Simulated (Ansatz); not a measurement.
A CCSD(T) single point on `FB(Cl)B1O[SiH]1F`.

```yaml
crystal:
  periodic: [false, false, false]
  atoms:
    - {symbol: F, position_ang: [-1.982557, -1.835142, 0.967676]}
    - {symbol: B, position_ang: [-0.859397, -1.650772, 0.305676]}
    - {symbol: Cl, position_ang: [0.072158, -3.066175, -0.140870]}
    - {symbol: B, position_ang: [-0.239462, -0.127032, -0.038043]}
    - {symbol: O, position_ang: [-0.282357, 0.736383, -1.086416]}
    - {symbol: Si, position_ang: [0.773717, 1.471142, 0.044843]}
    - {symbol: F, position_ang: [2.265707, 1.574795, -0.493386]}
    - {symbol: H, position_ang: [0.344391, 2.839603, 0.384721]}
basis:
  gaussian: {orbitals: def2-TZVPP}
correlation: {method: ccsd_t}
output: {orbitals: {seedname: orbitals}}
```

```sh
$ ansatz run in.yaml --threads 4 --pin off --events-out ev --progress --plain --max-ram 10444MiB
```

Log, shortened:

```
Functional definition: HF
1587 factors; integrals over basis functions are off by at most 1.1e-3 eV
mean field evaluation 1: about -29178.1034 eV, gradient 5.0e1 eV
mean field evaluation 2: about -29178.4431 eV, gradient 5.0e1 eV
mean field evaluation 4: about -29183.4221 eV, gradient 4.4e0 eV
mean field evaluation 8: about -29183.5207 eV, gradient 4.3e-1 eV
mean field evaluation 16: about -29183.5218 eV, gradient 1.9e-6 eV
mean field -29183.52183986 eV, -1072.4746463131 hartree, gradient 1.9e-6 eV, S^2 0.000000; 0 other end points of the search recorded, 0 dependent functions left out
15 core orbitals not correlated: weight in the atoms' cores, before any rotation towards them, 1.000 or more for the frozen orbitals, at most 0.000 for the correlated occupied ones
reference -29183.52183986 eV, -1072.4746463131 hartree; 19, 19 occupied and 219, 219 virtual orbitals, 1587 factors
second order -32.79982316 eV of doubles, -0.00000000 eV of singles
cycle   1  -32.71444290 eV  change    8.5e-2 eV  update   1.4e-1
cycle   2  -33.47039042 eV  change   -7.6e-1 eV  update   4.3e-2
cycle   3  -33.67182579 eV  change   -2.0e-1 eV  update   2.3e-2
cycle   4  -33.64355481 eV  change    2.8e-2 eV  update   6.1e-3
cycle   5  -33.63776296 eV  change    5.8e-3 eV  update   2.9e-3
cycle   6  -33.64022602 eV  change   -2.5e-3 eV  update   9.3e-4
cycle   7  -33.63995743 eV  change    2.7e-4 eV  update   3.5e-4
cycle   8  -33.63972873 eV  change    2.3e-4 eV  update   1.3e-4
cycle   9  -33.63979346 eV  change   -6.5e-5 eV  update   5.9e-5
cycle  10  -33.63984947 eV  change   -5.6e-5 eV  update   2.7e-5
cycle  11  -33.63980644 eV  change    4.3e-5 eV  update   1.4e-5
perturbative correction -1.31297847 eV, -0.0482510687 hartree
Total energy: -29218.47462476 eV, -1073.7591374664 hartree
```

It took 4.7 min on 4 threads of an Arm Neoverse V1 on a shared host, with 5.7 GiB of host memory at the peak.

Correlation energy per correlated electron: -0.920 eV. T1 diagnostic: 0.0153.
